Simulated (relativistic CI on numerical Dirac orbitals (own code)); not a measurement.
# L2,3 absorption of copper in several valence states

Computed multiplet spectra 2p⁶3dⁿ → 2p⁵3dⁿ⁺¹ (Dirac-Coulomb-Breit ions, Slater integrals scaled by 0.8, an assumed crystal field that grows with the charge, no charge transfer; 300 K; Lorentzian 0.4 eV and Gaussian 0.3 eV FWHM at both edges, so that L2 comes out sharper than in experiment). Peaks over 5 % are given in eV from the highest peak in the L3 region of each spectrum (height, largest 100). S of the lowest state is read from ⟨S²⟩, and the branching ratio is the share of L3, cut at the minimum between the edges.

Field parameters in Wybourne normalisation: Td as Oh with Dq negative (B⁴₀ = 21Dq, B⁴₄ = √(5/14) B⁴₀). The field is a parameter set, without covalency.

- Cu2+ (d9, Td, 10Dq = -5400 cm⁻¹): S = 0.50, branching ratio 0.99; peaks 0.0 (100)
- Cu3+ (d8, Td, 10Dq = -6950 cm⁻¹): S = 1.00, branching ratio 0.92; peaks 0.0 (100), 0.6 (77), 2.9 (18), 3.6 (6), 22.0 (13)
- Cu4+ (d7, Td, 10Dq = -8550 cm⁻¹): S = 1.50, high spin, branching ratio 0.76; peaks -0.8 (45), 0.0 (100), 0.7 (88), 1.4 (72), 1.9 (71), 2.7 (36), 3.9 (21), 5.6 (11), 20.2 (14), 20.9 (28), 21.7 (52), 24.3 (10), 25.4 (7)

The centroid of the whole edge, which also moves with the branching ratio, lies at 931.6 (Cu2+), 936.2 (Cu3+), 943.3 (Cu4+) eV in this ionic model, in steps of 4.6 to 7.1 eV. Compounds show about 1 to 2 eV a unit and lower energies for the high valences, since ligands screen the charge. The multiplet shape follows the d count and the spin state, and so serves as a fingerprint of valence. For d9 in this field spin-orbit coupling puts the hole into a state that the L2 transition cannot reach; a distortion restores L2.
